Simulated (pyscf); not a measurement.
**H₂C=CH–GaH–OH, singlet**

Gas-phase minimum from PySCF at ωB97X-D3(BJ)/def2-SVP, one conformer. 

```xyz
9

C      0.5677    -1.3331     0.0848
C     -0.4591    -0.4902    -0.0957
Ga    -0.5729     1.1594     0.9164
O     -1.9999     2.1846     0.5823
H      1.3719    -1.1231     0.8022
H      0.6624    -2.2756    -0.4708
H     -1.2302    -0.7596    -0.8285
H      0.4758     1.6358     1.9779
H     -2.0493     3.0023     1.0879
```
Charge 0, spin multiplicity 1.

Bonds (Å): C1–C2 1.341, C1–H5 1.098, C1–H6 1.098, C2–Ga3 1.939, C2–H7 1.097, Ga3–O4 1.789, Ga3–H8 1.566, O4–H9 0.963. Bond angles (°): C2–C1–H5 121.9, C2–C1–H6 122.5, H5–C1–H6 115.6, C1–C2–Ga3 120.6, C1–C2–H7 118.3, Ga3–C2–H7 121.1, C2–Ga3–O4 115.9, C2–Ga3–H8 125.0, O4–Ga3–H8 119.1, Ga3–O4–H9 115.5.

Properties at ωB97X-D3(BJ)/def2-SVP:

```
Property                                                                                                                                                                                                                                Value
---------------------------------------------------------------------------------------------------------------------  ----------------------------------------------------------------------------------------------------------------------
Harmonic wavenumbers, unscaled                                                                                         79, 122, 288, 371, 471, 532, 580, 652, 720, 799, 1007, 1020, 1065, 1273, 1431, 1692, 2004, 3134, 3182, 3224, 3927 cm⁻¹
Zero-point energy                                                                                                                                                                                                               39.4 kcal/mol
Rotational symmetry number                                                                                                                                                                                                                  1
Entropy of this conformer at 298 K and 1 atm, rigid rotor and harmonic oscillator, modes under 100 cm⁻¹ raised to 100                                                                                                         324.7 J/(mol K)
Dipole moment                                                                                                                                                                                                                          1.20 D
```

Single-point totals, which compare only within one level (frozen core for MP2 and CC):

```tsv
level	total energy (hartree)
ωB97X-D3(BJ)/def2-TZVP	-2079.37492
PBE/def2-TZVP	-2078.87498
r²SCAN/def2-TZVP	-2079.26004
B3LYP-D3(BJ)/def2-TZVP	-2079.42502
PBE0-D3(BJ)/def2-TZVP	-2078.92756
M06-2X/def2-TZVP	-2079.28547
ωB97M-D3(BJ)/def2-TZVP	-2079.42378
HF/def2-TZVPP	-2076.82364
MP2/def2-TZVPP	-2077.62103
CCSD/def2-TZVPP	-2077.63962
CCSD(T)/def2-TZVPP	-2077.67409
```

Soft torsions are taken as harmonic, which can shift the entropy by several J/(mol K). The CCSD(T) − MP2 part came from Ansatz, without density fitting, on the same reference. The frozen core leaves the outer d or s,p core shells of the metals and heavy elements correlated in the MP2 and CC values, and def2-TZVPP describes them poorly, so these totals are far from the basis limit. Elements up to Kr have no core potential and no relativistic terms here.
